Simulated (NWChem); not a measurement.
The numbers come from NWChem runs, not from measurements. System: C$_{2}$H$_{2}$Br$_{2}$, charge 0, spin multiplicity 1, at a geometry optimised with PBE0/def2-SVP. The structure started from a generated list of species. Level: RHF/def2-TZVP.

Input file:

```
start mol
memory heap 200 mb stack 800 mb global 1000 mb
geometry units angstroms nocenter noautoz
  Br    -1.753345     0.000000     0.274881
  C     -0.666424     0.000000    -1.239472
  C      0.666424     0.000000    -1.239472
  Br     1.753345     0.000000     0.274881
  H     -1.215093     0.000000    -2.183996
  H      1.215093     0.000000    -2.183996
  symmetry group C2v
end
basis spherical
  * library def2-tzvp
end
scf
  rhf
  nopen 0
  maxiter 100
  thresh 1e-7
  semidirect memsize 60000000 filesize 0
end
task scf energy
```

NWChem printed:

```
             Northwest Computational Chemistry Package (NWChem) 7.3.0
             --------------------------------------------------------

                                NWChem Input Module
                                -------------------

 Scaling coordinates for geometry "geometry" by  1.889725989
 (inverse scale =  0.529177249)

 Turning off AUTOSYM since
 SYMMETRY directive was detected!

                             Geometry "geometry" -> ""
                             -------------------------

 Output coordinates in angstroms (scale by  1.889725989 to convert to a.u.)

  No.       Tag          Charge          X              Y              Z
 ---- ---------------- ---------- -------------- -------------- --------------
    1 Br                  35.0000    -1.75334500     0.00000000     0.27488100
    2 C                    6.0000    -0.66642400     0.00000000    -1.23947200
    3 C                    6.0000     0.66642400     0.00000000    -1.23947200
    4 Br                  35.0000     1.75334500     0.00000000     0.27488100
    5 H                    1.0000    -1.21509300     0.00000000    -2.18399600
    6 H                    1.0000     1.21509300     0.00000000    -2.18399600

 Effective nuclear repulsion energy (a.u.)     429.6170865199

            Nuclear Dipole moment (a.u.)
            ----------------------------
        X                 Y               Z
 ---------------- ---------------- ----------------
     0.0000000000     0.0000000000     0.0000264562

      Symmetry information
      --------------------

 Group name             C2v
 Group number             16
 Group order               4
 No. of unique centers     3

      Symmetry unique atoms

     1    2    5


 Summary of "ao basis" -> "" (spherical)
 ------------------------------------------------------------------------------
       Tag                 Description            Shells   Functions and Types
 ---------------- ------------------------------  ------  ---------------------
 *                         def2-tzvp                  on all atoms

 Summary of "ao basis" -> "ao basis" (spherical)
 ------------------------------------------------------------------------------
       Tag                 Description            Shells   Functions and Types
 ---------------- ------------------------------  ------  ---------------------
 Br                        def2-tzvp                16       48   6s5p4d1f
 C                         def2-tzvp                11       31   5s3p2d1f
 H                         def2-tzvp                 4        6   3s1p

                                 NWChem SCF Module
                                 -----------------

  ao basis        = "ao basis"
  functions       =   170
  atoms           =     6
  closed shells   =    42
  open shells     =     0
  charge          =   0.00
  wavefunction    = RHF
  use symmetry    = T
  symmetry adapt  = T

 Summary of "ao basis" -> "ao basis" (spherical)
 ------------------------------------------------------------------------------
       Tag                 Description            Shells   Functions and Types
 ---------------- ------------------------------  ------  ---------------------
 Br                        def2-tzvp                16       48   6s5p4d1f
 C                         def2-tzvp                11       31   5s3p2d1f
 H                         def2-tzvp                 4        6   3s1p

      Symmetry analysis of basis
      --------------------------

        a1         58
[...]
   13   -9.8499
   14   -9.8499
   15   -7.4622
   16   -7.4622
   17   -7.4553
   18   -7.4553
   19   -7.4549
   20   -7.4549
   21   -3.2052
   22   -3.2052
   23   -3.2016
   24   -3.2016
   25   -3.2010
   26   -3.2010
   27   -3.1924
   28   -3.1923
   29   -3.1923
   30   -3.1923
   31   -1.1390
   32   -1.0510
   33   -0.9657
   34   -0.7662
   35   -0.6848
   36   -0.5802
   37   -0.5135
   38   -0.5121
   39   -0.4415
   40   -0.4375
   41   -0.4123
   42   -0.3569
   43    0.1135
   44    0.1307
   45    0.1513
   46    0.1577
   47    0.2138
   48    0.2330
   49    0.3070
   50    0.3075
   51    0.3248
   52    0.3451

                       ROHF Final Molecular Orbital Analysis
                       -------------------------------------

 Vector   40  Occ=2.000000D+00  E=-4.374517D-01  Symmetry=a1
              MO Center= -1.1D-13, -9.5D-17,  1.4D-01, r^2= 4.5D+00
   Bfn.  Coefficient  Atom+Function         Bfn.  Coefficient  Atom+Function
  ----- ------------  ---------------      ----- ------------  ---------------
    16      0.305206  1 Br px               126     -0.305206  4 Br px
    18      0.206621  1 Br pz               128      0.206621  4 Br pz
    10     -0.195619  1 Br px               120      0.195619  4 Br px
    19      0.175001  1 Br px               129     -0.175001  4 Br px
    13      0.172621  1 Br px               123     -0.172621  4 Br px

 Vector   41  Occ=2.000000D+00  E=-4.122969D-01  Symmetry=b1
              MO Center= -1.9D-13,  7.8D-17,  2.0D-01, r^2= 4.7D+00
   Bfn.  Coefficient  Atom+Function         Bfn.  Coefficient  Atom+Function
  ----- ------------  ---------------      ----- ------------  ---------------
    16      0.297769  1 Br px               126      0.297769  4 Br px
    18      0.258910  1 Br pz               128     -0.258910  4 Br pz
    10     -0.192119  1 Br px               120     -0.192119  4 Br px
    19      0.176054  1 Br px               129      0.176054  4 Br px
    13      0.172422  1 Br px               123      0.172422  4 Br px

 Vector   42  Occ=2.000000D+00  E=-3.569159D-01  Symmetry=b2
              MO Center=  8.0D-14,  2.2D-15, -4.2D-01, r^2= 3.9D+00
   Bfn.  Coefficient  Atom+Function         Bfn.  Coefficient  Atom+Function
  ----- ------------  ---------------      ----- ------------  ---------------
    17      0.290890  1 Br py               127      0.290890  4 Br py
    20      0.216533  1 Br py               130      0.216533  4 Br py
    58     -0.205928  2 C  py                89     -0.205928  3 C  py
    55     -0.204843  2 C  py                86     -0.204843  3 C  py
    11     -0.188099  1 Br py               121     -0.188099  4 Br py

 Vector   43  Occ=0.000000D+00  E= 1.135263D-01  Symmetry=a2
              MO Center=  1.4D-14,  3.4D-15, -1.0D+00, r^2= 3.6D+00
   Bfn.  Coefficient  Atom+Function         Bfn.  Coefficient  Atom+Function
  ----- ------------  ---------------      ----- ------------  ---------------
    61      0.837356  2 C  py                92     -0.837356  3 C  py
    20     -0.298441  1 Br py               130      0.298441  4 Br py
    55      0.255855  2 C  py                86     -0.255855  3 C  py
    58      0.229913  2 C  py                89     -0.229913  3 C  py

 Vector   44  Occ=0.000000D+00  E= 1.307179D-01  Symmetry=a1
              MO Center= -3.5D-14, -9.0D-17, -6.2D-02, r^2= 6.9D+00
   Bfn.  Coefficient  Atom+Function         Bfn.  Coefficient  Atom+Function
  ----- ------------  ---------------      ----- ------------  ---------------
    53      1.019207  2 C  s                 84      1.019207  3 C  s
     6     -0.694742  1 Br s                116     -0.694742  4 Br s
    21      0.635705  1 Br pz               131      0.635705  4 Br pz
   161     -0.586110  5 H  s                167     -0.586110  6 H  s
    60     -0.511588  2 C  px                91      0.511588  3 C  px

 Vector   45  Occ=0.000000D+00  E= 1.513276D-01  Symmetry=a1
              MO Center=  4.7D-16,  4.0D-18, -2.4D+00, r^2= 6.2D+00
   Bfn.  Coefficient  Atom+Function         Bfn.  Coefficient  Atom+Function
  ----- ------------  ---------------      ----- ------------  ---------------
   161      2.302463  5 H  s                167      2.302463  6 H  s
    53     -1.238855  2 C  s                 84     -1.238855  3 C  s
    62      0.911409  2 C  pz                93      0.911409  3 C  pz
    60      0.527385  2 C  px                91     -0.527385  3 C  px
    19     -0.391427  1 Br px               129      0.391427  4 Br px

 center of mass
 --------------
 x =   0.00000000 y =   0.00000000 z =   0.09950042

 moments of inertia (a.u.)
 ------------------
         207.289479547298           0.000000000000           0.000000000000
           0.000000000000        2010.664483068673           0.000000000000
           0.000000000000           0.000000000000        1803.375003521375

  Mulliken analysis of the total density
  --------------------------------------

    Atom       Charge   Shell Charges
 -----------   ------   -------------------------------------------------------
    1 Br  35    35.03   2.00  2.00  1.16  0.78  1.00  0.95  6.00  5.94  1.25  2.73  1.15  8.99  1.02  0.00  0.05  0.01
    2 C    6     6.14   0.85  1.12  0.50  0.62  0.07  1.18  1.38  0.29  0.02  0.10  0.01
    3 C    6     6.14   0.85  1.12  0.50  0.62  0.07  1.18  1.38  0.29  0.02  0.10  0.01
    4 Br  35    35.03   2.00  2.00  1.16  0.78  1.00  0.95  6.00  5.94  1.25  2.73  1.15  8.99  1.02  0.00  0.05  0.01
    5 H    1     0.83   0.26  0.48  0.07  0.02
    6 H    1     0.83   0.26  0.48  0.07  0.02

       Multipole analysis of the density wrt the origin
       ------------------------------------------------

     L   x y z        total         open         nuclear
     -   - - -        -----         ----         -------
     0   0 0 0      0.000000      0.000000     84.000000

     1   1 0 0      0.000000      0.000000      0.000000
     1   0 1 0      0.000000      0.000000      0.000000
     1   0 0 1     -0.772078      0.000000      0.000026

     2   2 0 0    -36.790589      0.000000    798.053102
     2   1 1 0     -0.000000      0.000000      0.000000
     2   1 0 1      0.000000      0.000000      0.000000
     2   0 2 0    -37.875268      0.000000      0.000000
     2   0 1 1      0.000000      0.000000      0.000000
     2   0 0 2    -31.748318      0.000000    118.789085

 Task  times  cpu:       14.3s     wall:       14.3s

 Total times  cpu:       14.3s     wall:       14.3s
```
